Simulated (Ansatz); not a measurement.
Reaction (ligand exchange at a B–C bond): `BCN=C` + `[OH][GeH2][F]` → `B[O][GeH2][F]` + `C=NC`

Isolated molecules relaxed with PBE0-D4/def2-TZVP in Ansatz; ΔE leaves out vibrations. CCSD(T)/CBS is the MP2 limit (def2-TZVPP, def2-QZVPP) plus CCSD(T) − MP2 in def2-TZVPP, frozen cores. Functionals use def2-TZVPP. B3LYP here is the variant with VWN-RPA as its local correlation; programs differ in this. HSE06 is defined as in plane-wave codes. For Ge outer-core shells are correlated without core-valence functions, which leaves a few kJ/mol of doubt a bond. Scalar relativity is left out up to krypton. One conformer a species, not always the lowest.

| level | ΔE (kJ/mol) | difference from CCSD(T)/CBS |
| --- | --- | --- |
| revPBE-D4 | -129.6 | 7.6 |
| PBE0-D4 | -132.3 | 4.9 |
| r2SCAN0-D4 | -136.0 | 1.2 |
| ωB97X-V | -135.9 | 1.3 |
| PBE-QIDH | -136.2 | 1.0 |
| PBE | -131.5 | 5.7 |
| r2SCAN | -135.7 | 1.5 |
| PBE0 | -132.4 | 4.8 |
| B3LYP | -140.0 | -2.8 |
| HSE06 | -132.5 | 4.7 |
| BHLYP | -142.1 | -4.9 |
| RPA@PBE/def2-TZVPP | -143.2 | -6.0 |
| HF/def2-SVP | -153.1 | -15.9 |
| CCSD/def2-SVP | -155.5 | -18.3 |
| CCSD(T)/def2-TZVPP | -140.7 | -3.5 |
| CCSD/CBS(def2) | -136.9 | 0.3 |
| CCSD(T)/CBS | -137.2 | 0 |

**Question.** What do rigid-rotor, harmonic-oscillator terms from PBE0-D4/def2-TZVP frequencies (298.15 K, 1 bar) make of the CCSD(T)/CBS value? (Estimate.)

**Answer.** Computed: ΔZPE = +5.7 kJ/mol, ΔH = -131.8 kJ/mol, ΔS = 0 J/(mol·K), ΔG = -131.8 kJ/mol. Modes under 50 cm⁻¹ make the entropy rough.

Largest T1 diagnostic among the species: 0.013.

At CCSD(T), def2-SVP lies −19.7 kJ/mol from the extrapolated value and def2-TZVPP −3.5 kJ/mol. In def2-TZVPP, CCSD(T) changes the Hartree–Fock value by +5.0 kJ/mol (the triples alone add −0.3 kJ/mol) and MP2 by +5.8 kJ/mol. Leaving LDA and LC-ωPBE aside and taking each functional with its dispersion term where it has one, the values, not all of them listed here, spread over 12.9 kJ/mol, from BHLYP-D4 to revPBE-D4.
